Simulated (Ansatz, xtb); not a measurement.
## Two isomers of C3HN3S

We compare a, `N#Cc1cnns1`, a singlet, with b, `N#Cc1cnsn1`, a singlet. Both are isolated molecules in the gas phase, relaxed with r2SCAN-D4/def2-SVP.

a (Å):

```xyz
8

C    -1.1410   -0.6815   -2.2774
C    -1.1117    0.0042   -1.0430
C    -0.2630   -0.2294    0.0349
N    -1.1676   -1.2460   -3.2979
N    -0.4855    0.6023    1.0819
N    -1.4144    1.4540    0.9305
S    -2.1600    1.2988   -0.6386
H     0.5165   -0.9909    0.0813
```

b (Å):

```xyz
8

C    -1.4797   -0.5134   -2.2079
C    -1.0217    0.1468   -1.0278
C    -0.7264   -0.5101    0.2173
N    -1.8517   -1.0928   -3.1469
N    -0.3193    0.3139    1.1601
N    -0.8314    1.4633   -1.0034
S    -0.3105    1.8341    0.5088
H    -0.8159   -1.5827    0.4085
```

**Question.** Estimate E(b) − E(a) at the level CCSD(T)/def2-SVP + ΔMP2/def2-TZVPP.

**Answer.** Calculated at CCSD(T)/def2-SVP + ΔMP2/def2-TZVPP: E(b) − E(a) = −18.0 kcal/mol, so structure b lies lower.

How the difference moves with the method:

```csv
level,geometry,E(b) − E(a) (kcal/mol),departure from the last row (kcal/mol),"job, with rough time for the two"
GFN2-xTB,GFN2-xTB,−13.6,+4.5,"optimisation, 0.25 s"
HF/STO-3G,GFN2-xTB,−10.1,+7.9,"single point, 1 s"
r2SCAN-D4/def2-SVP//GFN2-xTB,GFN2-xTB,−13.5,+4.6,"single point, 5.3 s"
r2SCAN-D4/def2-SVP,r2SCAN-D4/def2-SVP,−12.8,+5.3,"optimisation, 52 s"
HF/def2-SVP,r2SCAN-D4/def2-SVP,−20.0,−2.0,part of the CCSD(T) run
MP2/def2-SVP,r2SCAN-D4/def2-SVP,−15.4,+2.6,part of the CCSD(T) run
CCSD(T)/def2-SVP,r2SCAN-D4/def2-SVP,−14.3,+3.7,single point
CCSD(T)/def2-SVP + ΔMP2/def2-TZVPP,r2SCAN-D4/def2-SVP,−18.0,,"single point, 44 s"
```

As drawn, b has 1 C∷N, 1 N∷S in place of 1 N∷N, 1 C∷S (∷ is an aromatic bond).

None of the levels shown reverses the order. The largest departure from CCSD(T)/def2-SVP + ΔMP2/def2-TZVPP is that of HF/STO-3G, 7.9 kcal/mol. The last row adds to CCSD(T) the change of the MP2 difference between the two basis sets, here −3.7 kcal/mol, a large step that makes the value less sure.

With harmonic frequencies from r2SCAN-D4/def2-SVP (ideal gas, rigid rotor, one conformer each, 298.15 K, 1 atm): the zero-point term adds +0.5 kcal/mol; ΔH is −17.7 and ΔG −17.4 kcal/mol.

The correlated steps freeze 11 core orbitals. Programs: Ansatz 0.2.0, xtb 6.7.1; the last row on 2 threads of Intel(R) Xeon(R) Processor @ 2.70GHz on a shared host.
